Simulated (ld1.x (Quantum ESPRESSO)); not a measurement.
The numbers below are computed, except where a source is named.
Potentials for In compared

Generated with ld1.x 7.5 (TM, RRKJ, ultrasoft, PAW), atompaw 4.2 or ONCVPSP 4.0.1. The cutoff is in Ry: for ld1.x and atompaw files where the sum of valence levels is converged to 10 mRy in a Bessel basis, for ONCV files where the hardest occupied wave has 1 mHa per electron of residual kinetic energy. The error is the largest all-electron minus pseudo excitation energy over each file’s own four to seven test configurations (ionisations up to +4, promotions, holes and added fractions of an electron), all of which were solved. The labels leave out finer settings (local radius, basis sizes, second energies), which also bear on the numbers. Spin-polarised tests are not counted. The rows are a selection from randomly drawn settings: files with unsolved tests, undetermined cutoffs or missed reference levels are left out.

A true bound ghost makes a file unfit for plane-wave use even where its test errors are small: the radial tests pick states by their node count and pass the ghost by.

```csv
potential,cutoff (Ry),largest error (meV),bound ghosts
"TM, LDA (PZ), scalar-relativistic, rc 1.95/2.35/2.10 (spd), local p, core correction no, reference 5s2 5p1",18,+165,d
"TM semilocal, PBEsol, scalar-relativistic, rc 1.85/2.55/2.25 (spd), local d, core correction no, reference 5s2 5p0",18,+152,none
"TM, PBE, scalar-relativistic, rc 2.20/2.60/1.40 (spd), local s, core correction no, reference 4d10 5s1 5p0",90,-321,none
"RRKJ, PBEsol, scalar-relativistic, rc 2.10/2.00/1.55 (spd), local smoothed, core correction no, reference 4d10 5s2 5p1",70,-123,s
"TM, LDA (PZ), fully relativistic, rc 2.30/2.55 (sp), local s, core correction yes, reference 5s2 5p1",15,-181,none
```

(1) Fill in the row for In: TM, PBE, scalar-relativistic, rc 1.50/2.55/2.00 (spd), local p, core correction yes, reference 5s1 5p0.

(2) Fill in the row for In: TM, LDA (PZ), scalar-relativistic, rc 2.10/2.85 (sp), local smoothed, core correction yes, reference 5s2 5p0.5.

(3) Fill in the row for In: ultrasoft, LDA (PZ), fully relativistic, rc 2.00/2.45/1.15 (spd), local smoothed, core correction yes, reference 4d10 5s1.5 5p1.5.

Answers

(1) cutoff 35 Ry, largest error -162 meV, bound ghosts: d.

(2) cutoff 12 Ry, largest error -152 meV, bound ghosts: none.

(3) cutoff 90 Ry, largest error -241 meV, bound ghosts: s, p1/2, p3/2.
